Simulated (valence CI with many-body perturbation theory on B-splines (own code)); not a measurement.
# E1 transitions of Pd XXXIII

Method: valence CI with perturbative core correlation (CI+MBPT): four valence electrons over a frozen Dirac-Fock core [Ne], radial functions for each j: 11 s, 11 p, 9 d, 7 f, 5 g, 2 h, 1 i, with the one-electron correlation potential Σ1 (screened to all orders), the two-electron term Σ2, the three-electron term Σ3, Breit, model QED; selected single and double excitations, second order for the rest (own B-spline code, finite nucleus).

The last digits are not significant, and no measured levels were compared; by estimate large intervals hold to a few tenths of a per cent, small ones and those within an open d or f shell to about a per cent.

Lines 101 to 150 of 235 in falling wavelength, among levels below 2562200 cm⁻¹, chosen from the strongest by gf and those to the six lowest levels. Wavelengths and rates use the calculated energies. Electric multipoles are in the length gauge, E1 and E2 with the static RPA response of the core. Weak lines are less certain than strong ones. Lines between different terms over intervals too small for the method are left out, as are lines whose strength nearly cancels. Where a level lies close to another of its J and parity, the split of strength between their lines is uncertain. The highest levels of a list are the least certain.

Levels are named by their leading jj configuration (3d3/2^4 stands for four electrons in 3d with j = 3/2), which in mixed levels can hold well under half, so a name can repeat and another be missing. Letters in brackets count levels of one name in rising energy.

```
λ vac (nm)                           Upper                       Lower   A (s⁻¹)  S (a.u.) with core polarisation  S without
     9.382          (3s^2 3p3/2 3d3/2) J=3          (3s^2 3p3/2^2) J=2  1.09e+10                         3.12e-02   3.19e-02
     9.382  (3s 3p1/2 3p3/2 3d5/2) J=2 [e]      (3s^2 3p1/2 3d5/2) J=2  6.46e+09                         1.32e-02   1.35e-02
     9.365      (3s 3p3/2^2 3d3/2) J=1 [a]      (3s^2 3p1/2 3d5/2) J=2  1.21e+10                         1.47e-02   1.50e-02
     9.362  (3s 3p1/2 3p3/2 3d5/2) J=1 [c]      (3s^2 3p1/2 3d3/2) J=1  1.91e+10                         2.32e-02   2.37e-02
     9.336  (3s 3p1/2 3p3/2 3d5/2) J=3 [a]  (3s 3p1/2 3p3/2^2) J=2 [a]  1.67e+10                         4.71e-02   4.81e-02
     9.327          (3s 3p1/2^2 3d5/2) J=3      (3s 3p1/2^2 3p3/2) J=2  1.80e+10                         5.04e-02   5.14e-02
     9.289          (3s^2 3p1/2 3d5/2) J=3      (3s^2 3p1/2 3p3/2) J=2  3.37e+10                         9.34e-02   9.54e-02
     9.261  (3s 3p1/2 3p3/2 3d3/2) J=0 [b]      (3s 3p1/2^2 3p3/2) J=1  3.53e+10                         1.39e-02   1.42e-02
     9.260  (3s 3p1/2 3p3/2 3d5/2) J=2 [c]      (3s^2 3p1/2 3d5/2) J=3  5.16e+09                         1.01e-02   1.03e-02
     9.200      (3s 3p1/2 3p3/2^2) J=2 [b]      (3s^2 3p1/2 3p3/2) J=1  1.95e+10                         3.76e-02   3.84e-02
     9.174  (3s 3p1/2 3p3/2 3d3/2) J=0 [c]  (3s 3p1/2 3p3/2^2) J=1 [a]  5.45e+10                         2.08e-02   2.12e-02
     9.160  (3s 3p1/2 3p3/2 3d3/2) J=2 [c]  (3s 3p1/2 3p3/2^2) J=2 [a]  4.77e+09                         9.05e-03   9.26e-03
     9.155          (3s^2 3p1/2 3d3/2) J=1      (3s^2 3p1/2 3p3/2) J=2  5.65e+10                         6.42e-02   6.57e-02
     9.140  (3s 3p1/2 3p3/2 3d3/2) J=2 [b]      (3s 3p1/2^2 3p3/2) J=1  3.55e+10                         6.68e-02   6.83e-02
     9.112  (3s 3p1/2 3p3/2 3d3/2) J=3 [b]      (3s^2 3p1/2 3d3/2) J=2  8.54e+10                         2.23e-01   2.28e-01
     9.103  (3s 3p1/2 3p3/2 3d5/2) J=2 [b]      (3s 3p1/2 3p3/2^2) J=3  6.15e+10                         1.14e-01   1.17e-01
     9.103  (3s 3p1/2 3p3/2 3d5/2) J=3 [e]      (3s^2 3p1/2 3d5/2) J=3  8.27e+10                         2.15e-01   2.20e-01
     9.088          (3s 3p3/2^2 3d3/2) J=2  (3s 3p1/2 3p3/2^2) J=1 [b]  2.71e+10                         5.01e-02   5.12e-02
     9.072  (3s 3p1/2 3p3/2 3d3/2) J=2 [e]  (3s 3p1/2 3p3/2^2) J=2 [b]  4.81e+09                         8.87e-03   9.07e-03
     9.022  (3s 3p1/2 3p3/2 3d3/2) J=1 [c]      (3s^2 3p1/2 3d3/2) J=2  1.02e+11                         1.11e-01   1.13e-01
     9.016          (3s 3p3/2^2 3d3/2) J=2      (3s^2 3p1/2 3d5/2) J=2  4.07e+10                         7.36e-02   7.53e-02
     9.014      (3s 3p3/2^2 3d3/2) J=1 [b]  (3s 3p1/2 3p3/2^2) J=1 [b]  5.98e+10                         6.49e-02   6.63e-02
     9.005  (3s 3p1/2 3p3/2 3d5/2) J=2 [c]  (3s 3p1/2 3p3/2^2) J=2 [b]  3.01e+10                         5.42e-02   5.55e-02
     8.981  (3s 3p1/2 3p3/2 3d5/2) J=2 [d]      (3s^2 3p1/2 3d5/2) J=3  2.80e+10                         5.00e-02   5.11e-02
     8.978  (3s 3p1/2 3p3/2 3d5/2) J=1 [b]      (3s 3p1/2 3p3/2^2) J=0  3.83e+10                         4.11e-02   4.20e-02
     8.973  (3s 3p1/2 3p3/2 3d5/2) J=1 [c]  (3s 3p1/2 3p3/2^2) J=2 [b]  1.75e+10                         1.87e-02   1.92e-02
     8.913  (3s 3p1/2 3p3/2 3d5/2) J=2 [e]      (3s^2 3p1/2 3d5/2) J=3  8.95e+10                         1.56e-01   1.60e-01
     8.836  (3s 3p1/2 3p3/2 3d3/2) J=2 [e]  (3s 3p1/2 3p3/2^2) J=1 [a]  5.22e+09                         8.89e-03   9.11e-03
     8.830  (3s 3p1/2 3p3/2 3d5/2) J=4 [c]      (3s 3p1/2 3p3/2^2) J=3  2.51e+10                         7.67e-02   7.83e-02
     8.829          (3s^2 3p1/2 3d5/2) J=2      (3s^2 3p1/2 3p3/2) J=2  7.22e+10                         1.23e-01   1.25e-01
     8.824          (3s^2 3p1/2 3d3/2) J=1      (3s^2 3p1/2 3p3/2) J=1  1.49e+08                         1.52e-04   1.57e-04
     8.772  (3s 3p1/2 3p3/2 3d5/2) J=2 [c]  (3s 3p1/2 3p3/2^2) J=1 [a]  8.95e+10                         1.49e-01   1.52e-01
     8.761      (3s 3p1/2 3p3/2^2) J=1 [b]      (3s^2 3p1/2 3p3/2) J=2  1.01e+11                         1.00e-01   1.03e-01
     8.742  (3s 3p1/2 3p3/2 3d5/2) J=1 [c]  (3s 3p1/2 3p3/2^2) J=1 [a]  5.02e+10                         4.96e-02   5.07e-02
     8.741  (3s 3p1/2 3p3/2 3d5/2) J=2 [d]  (3s 3p1/2 3p3/2^2) J=2 [b]  6.30e+10                         1.04e-01   1.06e-01
     8.699          (3s 3p3/2^2 3d3/2) J=2      (3s^2 3p1/2 3d3/2) J=1  1.70e+10                         2.76e-02   2.82e-02
     8.676  (3s 3p1/2 3p3/2 3d5/2) J=2 [e]  (3s 3p1/2 3p3/2^2) J=2 [b]  1.25e+10                         2.02e-02   2.07e-02
     8.662      (3s 3p3/2^2 3d3/2) J=1 [a]  (3s 3p1/2 3p3/2^2) J=2 [b]  1.33e+10                         1.28e-02   1.31e-02
     8.658                (3s 3p3/2^3) J=1          (3s^2 3p3/2^2) J=2  1.61e+11                         1.55e-01   1.58e-01
     8.636                   (3p3/2^4) J=0      (3s^2 3p1/2 3d3/2) J=1  3.03e+10                         9.62e-03   9.83e-03
     8.589  (3s 3p1/2 3p3/2 3d5/2) J=3 [c]      (3s 3p1/2 3p3/2^2) J=3  2.17e+10                         4.76e-02   4.86e-02
     8.582          (3s 3p3/2^2 3d3/2) J=2      (3s^2 3p1/2 3d5/2) J=3  2.63e+10                         4.11e-02   4.20e-02
     8.574  (3s 3p1/2 3p3/2 3d5/2) J=2 [b]  (3s 3p1/2 3p3/2^2) J=2 [a]  4.86e+10                         7.56e-02   7.73e-02
     8.569  (3s 3p1/2 3p3/2 3d5/2) J=1 [c]      (3s 3p1/2 3p3/2^2) J=0  9.37e+09                         8.73e-03   8.91e-03
     8.551          (3s^2 3p3/2 3d5/2) J=2          (3s^2 3p3/2^2) J=2  2.02e+11                         3.12e-01   3.19e-01
     8.539          (3s 3p3/2^2 3d3/2) J=3  (3s 3p1/2 3p3/2^2) J=2 [b]  9.14e+09                         1.97e-02   2.01e-02
     8.521  (3s 3p1/2 3p3/2 3d5/2) J=2 [d]  (3s 3p1/2 3p3/2^2) J=1 [a]  1.12e+10                         1.71e-02   1.74e-02
     8.520          (3s^2 3p1/2 3d5/2) J=2      (3s^2 3p1/2 3p3/2) J=1  8.98e+10                         1.37e-01   1.40e-01
     8.495  (3s 3p1/2 3p3/2 3d3/2) J=1 [d]      (3s^2 3p1/2 3d3/2) J=2  7.99e+10                         7.25e-02   7.42e-02
     8.485          (3s^2 3p3/2 3d5/2) J=1          (3s^2 3p3/2^2) J=0  1.93e+11                         1.74e-01   1.78e-01
```
